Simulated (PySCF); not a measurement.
C4H5ClFSi (doublet state).
Z-matrix (Å and degrees, GFN2-xTB geometry), rows numbered from 1:
```
F 
C   1  1.3070
C   2  1.3232  1  146.43
C   2  1.4150  1  146.73  3  -178.09
Si  4  1.8437  2  143.91  3  -132.41
C   5  1.9128  4  103.73  2   -67.52
Cl  6  1.7845  5  108.65  4  -176.15
H   3  1.0598  2  151.69  4   175.82
H   5  1.4619  4  106.83  2   176.36
H   5  1.4707  4  118.96  2    50.92
H   6  1.0870  5  112.86  4   -58.29
H   6  1.0873  5  113.59  4    65.68
```

The hyperfine couplings belong to this conformer and change with its torsions.

The species is `[SiH2]([C]1C=C1F)CCl` [radical].

Theory: UKS B3LYP, pcH-1 on C Cl F H Si, non-relativistic, mean-field spin-orbit, GIAO (PySCF 2.14.0). Isolated species at its GFN2-xTB geometry (one conformer only). The geometry wasn't refined by DFT: couplings that depend on bond lengths, twists or pyramidal angles can differ widely from those at the functional's own minimum. No stability test was run, so a lower SCF solution isn't excluded.

Principal values of hyperfine tensors in MHz (contact, dipolar and spin–orbit terms together), for some of the nuclei:

| atom | isotope | A1 | A2 | A3 |
| --- | --- | --- | --- | --- |
| H10 | 1H | 84.33 | 86.52 | 92.11 |
| C2 | 13C | -47.35 | -34.05 | -26.92 |
| Si5 | 29Si | -48.32 | -32.21 | -26.46 |
| H8 | 1H | -50.94 | -33.72 | -15.77 |
| F1 | 19F | -57.54 | -19.63 | -8.11 |
| C3 | 13C | -7.95 | -5.18 | 90.28 |
| H9 | 1H | 1.55 | 3.13 | 11.18 |
| H12 | 1H | -0.41 | -0.01 | 4.76 |

Task: Give the isotropic coupling of each nucleus in MHz and in mT (g = 2.0026), and the anisotropic part.

Result: a_iso = (A1 + A2 + A3)/3, Ti = Ai − a_iso; 1 mT corresponds to 28.029 MHz. The tensors hold a spin–orbit part: the run splits a_iso into a_FC + a_SO, and T includes its anisotropic share.

```tsv
atom	a_iso (MHz)	a_FC	a_SO	a_iso (mT)	T1	T2	T3
H10	87.66	87.65	0.00	3.127	-3.32	-1.14	4.46
C2	-36.11	-36.10	0.00	-1.288	-11.25	2.06	9.19
Si5	-35.67	-35.71	0.04	-1.272	-12.65	3.45	9.20
H8	-33.48	-33.48	0.00	-1.194	-17.46	-0.24	17.70
F1	-28.43	-28.38	-0.05	-1.014	-29.12	8.80	20.32
C3	25.71	25.78	-0.06	0.917	-33.67	-30.90	64.56
H9	5.29	5.29	0.00	0.189	-3.74	-2.15	5.89
H12	1.45	1.45	0.00	0.052	-1.86	-1.46	3.32
```

Task: What spin density at the nucleus of C2 lies behind its contact coupling (g_N = 1.40482)?

Result: a_FC = 800.24 MHz bohr³ × g_N × ρ(0)/(2S). With a_FC = -36.10 MHz and 2S = 1, ρ(0) = -0.03211 bohr⁻³.

Task: C4 (13C, g_N = 1.40482) isn't in the table. Its spin density at the nucleus is 0.1305 bohr⁻³. What is its contact coupling?

Result: By the same relation, a_FC = 146.7 MHz. The spin–orbit term adds -0.09 MHz. Its full tensor has the principal values 89.10, 92.60, 258.01 MHz.

Task: Which nucleus of the table has the largest anisotropic coupling, and what is its form?

Result: C3: -33.7, -30.9, 64.6 MHz, nearly axial, close to the ratio −1:−1:+2, the form that spin in one p orbital centred on that nucleus gives.

Task: What first-order splitting does Si5 cause when the field lies along A1, A2 or A3 of its tensor (g taken as isotropic, no quadrupole term)?

Result: 2 lines (I = 1/2), spaced by |A_i|/(g × 13.996): 1.72, 1.15, 0.94 mT along the axes of A1, A2 and A3.

Time: 2.2 min (with the writing of density and orbital grids); peak memory 0.91 GiB. Hardware: an Intel Xeon at 2.50 GHz with one thread, shared host.
